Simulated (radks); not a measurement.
The numbers below are computed, except where a source is named.
Species: the carbon ion C+. Configuration: [He] 2s2 3s1 (not the ground configuration). Code: a radial shooting solver on a logarithmic mesh with Libxc functionals. Model: scalar-relativistic Kohn-Sham, exchange-only PBE, spin-polarised, spherical densities, finite nucleus; open shells are filled with parallel spins first; Fermi nuclear charge, rms radius 2.4702 fm. Some entries of the table are withheld. Estimate them.

| orbital | occ. | eigenvalue (hartree) | r(max) (bohr) |
|---|---|---|---|
| 1s up | 1 | -11.01543 | 0.1739 |
| 1s down | 1 | -11.01132 | 0.1739 |
| 2s up | 1 | -1.18579 | (1) |
| 2s down | 1 | -1.17442 | (2) |
| 3s up | 1 | -0.28681 | (3) |

Answer. 
(1) 2s up r(max) (bohr): 1.125
(2) 2s down r(max) (bohr): 1.127
(3) 3s up r(max) (bohr): 3.741
